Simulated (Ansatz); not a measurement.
Consider the redistribution: `N[Si](N)(O)O` + `N[SiH2]S[SiH2]F` → `N[Si](O)(O)F` + `N[SiH2]S[SiH2]N`.

Program: Ansatz. Geometries: PBE0-D4/def2-TZVP. ΔE: electronic, gas phase. CBS: MP2 limit from def2 TZ/QZ plus the TZ coupled-cluster correction, frozen cores. DFT in def2-TZVPP. B3LYP here is the variant with VWN-RPA as its local correlation; programs differ in this. One conformer a species, not always the lowest.

```tsv
level	ΔE (kJ/mol)
B3LYP	-9.8
MP2/def2-TZVPP	-15.3
```

Task: What does CCSD(T)/CBS give? (An estimate is asked.)

Result: The calculation gave: -13.6 kJ/mol. The listed levels differ from it by 3.8, -1.7 kJ/mol.

Largest T1 diagnostic among the species: 0.012.

The D4 term adds −3.5 kJ/mol with B3LYP and −2.0 kJ/mol with PBE0; it sums over pairs of atoms, weighted by their polarisabilities, and B3LYP, whose exchange is more repulsive, gets the larger term.
